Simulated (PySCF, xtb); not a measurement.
Protons, H atoms and electrons added to or taken from C=N. Gas-phase values, no solvent. Strings in code marks are SMILES.

Quantity: proton affinity at 298 K, in kcal/mol. Thermal and zero-point terms are GFN2-xTB rigid-rotor harmonic values (xtb).

Level 1: B3LYP/3-21G // PBE0-D3(BJ)/def2-TZVP (PySCF)
Level 2: B3LYP/6-31G* // PBE0-D3(BJ)/def2-TZVP (PySCF)
Level 3: M06-2X/6-31G* // PBE0-D3(BJ)/def2-TZVP (PySCF)
Level 4: HF/STO-3G // PBE0-D3(BJ)/def2-TZVP (PySCF)

| species | level 2 | level 3 | level 4 |
|---|---|---|---|
| proton added at N2: `C=[NH2+]` | 211.9 | 209.7 | 251.5 |

Task: What does level 1 give for each?

Result: 
- proton added at N2: `C=[NH2+]`: 220.4
